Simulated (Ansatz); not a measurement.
A nudged elastic band was laid between two geometries of CH5GaO (8 atoms, charge 0, multiplicity 1).

Level of theory: RHF/def2-SVP (Ansatz 0.2.0).

| Property | Result |
| --- | --- |
| movable images | 7 |
| climbing image | yes |
| spring | 5.0 eV/Å² |
| optimiser | quadratic models (default) |
| start path | through a guess of the saddle point |
| force threshold | 0.05 eV/Å |
| iteration limit | 60 |
| end points | relaxed |

First end point:

```xyz
8
Properties=species:S:1:pos:R:3
Ga 0.371 -0.013 -0.094
O 0.586 -0.132 1.671
H -0.157 -0.192 2.249
H 1.724 0.076 -0.880
C -1.460 -0.005 -0.855
H -1.986 -0.931 -0.605
H -2.047 0.822 -0.446
H -1.447 0.093 -1.942
```

Last end point:

```xyz
8
Properties=species:S:1:pos:R:3
Ga 0.429 0.112 -1.483
O 0.796 -0.077 0.985
H 0.123 -0.164 1.645
H 1.634 -0.099 1.423
C -1.559 0.002 -0.944
H -1.787 -0.935 -0.421
H -1.847 0.829 -0.282
H -2.208 0.050 -1.825
```

(1) What changes between the two ends?

(2) Give the energies along the band, and the barrier.

(3) What is the geometry of the highest image?

Answers

(1) Bonds broken: Ga1–O2, Ga1–H4. Bonds formed: O2–H4. CH5GaO becomes CH3Ga + H2O.

(2) The run converged. The highest image is number 4 of 0 to 8, 78.9 kcal/mol above the first end and 55.5 kcal/mol above the last; the last end lies 23.4 kcal/mol above the first. The profile has 2 maxima (images 1, 4) with wells between them (image 2): this band takes more than one step, which may be the mechanism or a detour left from its start path. Neighbouring images differ by up to 2.4 eV, so the band resolves the path poorly. A vibrational analysis at the climbing image gives one clearly imaginary mode, 1937i cm⁻¹: a first-order saddle point. The orbitals stay closed-shell, which can raise the energy where a bond breaks towards radicals; this wasn't checked here.

```tsv
image	path coordinate (Å)	energy (kcal/mol)	Ga1–O2 (Å)	Ga1–H4 (Å)	O2–H4 (Å)
0	0.00	0.0	1.78	1.57	2.80
1	0.76	3.7	1.78	1.57	2.84
2	1.52	0.0	1.78	1.57	2.81
3	2.28	23.0	1.80	1.55	2.25
4	3.03	78.9	1.98	1.66	1.38
5	3.57	37.5	2.24	2.08	0.98
6	4.10	25.9	2.50	2.67	0.95
7	4.64	23.9	2.54	3.02	0.95
8	5.17	23.4	2.50	3.15	0.95
```

(3) 
```xyz
8
Properties=species:S:1:pos:R:3:forces:R:3
Ga 0.305 -0.011 -0.556 0.00 0.01 0.00
O 0.733 0.148 1.372 0.01 -0.02 0.00
H 0.540 -0.379 2.141 -0.01 0.01 0.01
H 1.662 -0.143 0.388 0.00 0.01 -0.01
C -1.630 0.024 -1.008 0.00 0.00 0.00
H -2.101 -0.913 -0.693 0.00 0.00 0.00
H -2.118 0.841 -0.470 0.00 0.00 0.00
H -1.808 0.152 -2.077 0.00 0.00 0.00
```

Time of the run: 3 min on 1 thread of Arm Neoverse V1, on a shared host, peak memory 0.16 GiB.
